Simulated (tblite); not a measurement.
Isomers of C8H17P. All values are computed: GFN2-xTB (tblite) harmonic vibrations without scaling, gas phase. Errors from tens to a few hundred cm⁻¹ against measured bands are possible. Modes of hydrogen on phosphorus can be 10 to 20 % off. One conformer each.

Electronic energies: GFN2-xTB at the same geometries; isomer energies are rough at this level and their order can be wrong.

```tsv
SMILES	electronic energy, lowest = 0 (kcal/mol)
C=C[PH](C=C)(CC)CC	70.1
CC[C@@H]1CP1CC(C)C	6.4
CC(C)CP1CC[C@@H]1C	0.0
```

Problem. How do GFN2-xTB zero-point energies change the relative energies?

Solution. 
| SMILES | ZPE (kcal/mol) | of it from modes above 1550 cm⁻¹ | electronic (kcal/mol) | with ZPE, lowest = 0 (kcal/mol) | lowest mode (cm⁻¹) | rings |
| --- | --- | --- | --- | --- | --- | --- |
| CC(C)CP1CC[C@@H]1C | 145.2 | 72.7 | 0.0 | 0.0 | 43 | 1 |
| CC[C@@H]1CP1CC(C)C | 144.8 | 73.0 | 6.4 | 5.9 | 41 | 1 |
| C=C[PH](C=C)(CC)CC | 139.1 | 76.0 | 70.1 | 63.9 | 52 | 0 |

The zero-point energies span 6.1 kcal/mol, from `C=C[PH](C=C)(CC)CC` to `CC(C)CP1CC[C@@H]1C`. The order is unchanged.

Problem. What do entropy and thermal enthalpy add at 298.15 K and 1 bar (rigid rotor, harmonic oscillator, one conformer each)?

Solution. 
```tsv
SMILES	point group	symmetry number	S (cal/(mol K))	H − H(0) (kcal/mol)	ZPE + H − H(0) − TS (kcal/mol)
CC(C)CP1CC[C@@H]1C	C1	1	105.3	7.89	121.7
CC[C@@H]1CP1CC(C)C	C1	1	108.0	8.14	120.7
C=C[PH](C=C)(CC)CC	C1	1	113.3	8.99	114.3
```
